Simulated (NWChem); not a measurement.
Species: C2H5ClOSi; SMILES ClC(=C)[SiH2]O

```xyz
10

C      1.7384    -1.0664    -0.3756
C      0.5698    -0.5283    -0.0232
Cl    -0.8812    -1.5623     0.0654
Si     0.2606     1.2747     0.4166
O     -0.8283     1.9901    -0.6155
H      1.8654    -2.1214    -0.6040
H      2.6190    -0.4321    -0.4435
H      1.5388     2.0033     0.2475
H     -0.2048     1.3196     1.8289
H     -1.7093     1.5913    -0.6563
```
Atoms are numbered in this order, from 1.

All runs: NWChem. Medium grid unless said otherwise, to which SCAN and Minnesota functionals are sensitive. Geometry: optimised at B3LYP/6-31G* (spherical d).

### Question
Among these, which level gives the highest value of “orbital gap (eV)”?
A) PW6B95/def2-TZVP
B) CAM-B3LYP/def2-TZVP
C) B3LYP/def2-TZVP
D) PBE/def2-TZVP

### Answer
B, CAM-B3LYP/def2-TZVP. Values: PBE/def2-TZVP 4.70; B3LYP/def2-TZVP 6.38; PW6B95/def2-TZVP 6.97; CAM-B3LYP/def2-TZVP 9.27
